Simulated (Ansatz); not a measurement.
```xyz
9

O    -0.618    0.962   -1.534
Si   -0.299   -0.444   -0.768
F    -1.616   -1.352   -0.688
Si    0.360    0.119    1.409
Cl    2.234    0.972    1.277
H    -0.672    0.974   -2.491
H     0.703   -1.246   -1.517
H    -0.559    1.099    2.037
H     0.467   -1.083    2.273
```

Charge 0, multiplicity 1.

**Question.** List the PBE0/def2-TZVPP orbital energies in eV (the Gaussian-basis code of Ansatz). (Best estimate.)

**Answer.** The calculation gave: Occupied: -2767.44, -1804.08, -1803.60, -673.92, -523.29, -259.30, -197.57, -197.44, -197.44, -146.23, -145.87, -100.94, -100.90, -100.86, -100.58, -100.50, -100.49, -33.30, -28.74, -23.18, -16.73, -15.07, -14.56, -13.02, -12.76, -11.98, -11.10, -10.83, -10.75, -10.10, -9.76, -9.04, -8.20. Lowest empty: -0.78, -0.38, 0.90, 1.21, 1.35, 1.76, 2.70, 3.03.
